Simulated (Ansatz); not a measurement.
A nudged elastic band was laid between two geometries of a periodic cell of 20 atoms, Nb$_{16}$H$_{3}$C (surface Nb(110), adsorbate CH3).

These are results of DFT PBE-D3(BJ), scalar-relativistic, plane waves, PAW in Ansatz, not measurements. Settings: PAW set soft_1, cutoff 420 eV, k mesh 3x4x1, gaussian smearing 0.1 eV, no spin polarisation.

| Quantity | Value |
| --- | --- |
| movable images | 5 |
| climbing image | yes |
| spring | 2.0 eV/Å² |
| optimiser | quadratic models (default) |
| start path | IDPP |
| force threshold | 0.05 eV/Å |
| iteration limit | 44 |
| end points | relaxed |
| atoms held | 1 to 4 |

First end point:

```xyz
20
Lattice="6.6000 0.0000 0.0000 3.3000 4.6669 0.0000 0.0000 0.0000 20.0004" Properties=species:S:1:pos:R:3
Nb 0.000 2.333 1.000
Nb 3.300 2.333 1.000
Nb 1.650 4.667 1.000
Nb 4.950 4.667 1.000
Nb -0.001 -0.004 3.226
Nb 3.297 -0.005 3.233
Nb 1.653 2.331 3.220
Nb 4.943 2.330 3.218
Nb -0.006 2.326 5.503
Nb 3.294 2.322 5.564
Nb 1.646 4.661 5.539
Nb 4.940 4.661 5.544
Nb -0.008 0.058 7.702
Nb 3.283 -0.050 7.782
Nb 1.640 2.329 7.838
Nb 4.951 2.302 7.833
C 3.296 1.684 9.513
H 3.272 0.675 9.995
H 4.182 2.183 9.986
H 2.437 2.226 9.989
```

Last end point:

Only the atoms that move by more than 0.05 Å are listed.
```
Nb13 -0.010 -0.004 7.838
Nb14 3.301 -0.031 7.833
Nb15 1.642 2.391 7.702
Nb16 4.933 2.284 7.782
C17 4.946 4.018 9.513
H18 4.922 3.008 9.995
H19 5.832 4.516 9.986
H20 4.087 4.560 9.989
```

**Question.** Which bonds break or form, and what moves?

**Answer.** Contacts lost: Nb15–C17. Contacts made: Nb13–C17. The atom that moves furthest is H18, by 2.86 Å; four of its nearest neighbours are C17 1.12, H19 1.76, H20 1.76, Nb14 2.33 Å at the first end and C17 1.12, H19 1.76, H20 1.76, Nb16 2.33 Å at the last.

**Question.** What energy profile does the band end with?

**Answer.** The run converged. The highest image is number 4 of 0 to 6, 0.47 eV above the ends, which have the same energy within 2 meV. The profile has 2 maxima (images 1, 4) with wells between them (image 2): this band takes more than one step, which may be the mechanism or a detour left from its start path. By the program's own check the climbing image is of a kind that is not told: the force calls were inconclusive, a negative curvature could not be distinguished from the path's own, the only one lies far off the path, or fixed occupations may fill a level only in part (lowest curvatures found: -0.30 and 0.04 eV/Å²). Limits of this set-up: coarse k mesh, thin slab, slab without dipole correction, odd electron count without spin, a typed lattice constant that wasn't relaxed here.

```tsv
image	path coordinate (Å)	energy (eV)	Nb15–C17 (Å)	Nb13–C17 (Å)
0	0.00	0.00	2.44	3.54
1	1.50	0.17	2.39	3.09
2	3.00	0.03	2.41	2.52
3	4.50	0.13	2.64	2.42
4	6.00	0.47	3.47	2.42
5	7.16	0.15	3.74	2.41
6	8.32	0.00	3.54	2.44
```

**Question.** What is the geometry of the highest image?

**Answer.** 
```xyz
20
Lattice="6.6000 0.0000 0.0000 3.3000 4.6669 0.0000 0.0000 0.0000 20.0004" Properties=species:S:1:pos:R:3
Nb 0.000 2.333 1.000
Nb 3.300 2.333 1.000
Nb 1.650 4.667 1.000
Nb 4.950 4.667 1.000
Nb 0.002 -0.001 3.224
Nb 3.297 0.003 3.212
Nb 1.658 2.330 3.209
Nb 4.951 2.335 3.224
Nb 0.008 2.330 5.514
Nb 3.303 2.341 5.554
Nb 1.655 4.678 5.522
Nb 4.955 4.657 5.543
Nb 0.001 0.001 7.838
Nb 3.357 0.050 7.694
Nb 1.600 2.276 7.700
Nb 4.976 2.361 7.868
C 4.130 3.455 9.758
H 3.837 2.488 10.211
H 5.040 3.796 10.281
H 3.323 4.159 10.080
```

Time of the run: 29 min on 4 threads of Intel(R) Xeon(R) Platinum 8259CL CPU @ 2.50GHz (Skylake/Cascade Lake) (shared host), peak memory 4.9 GiB.
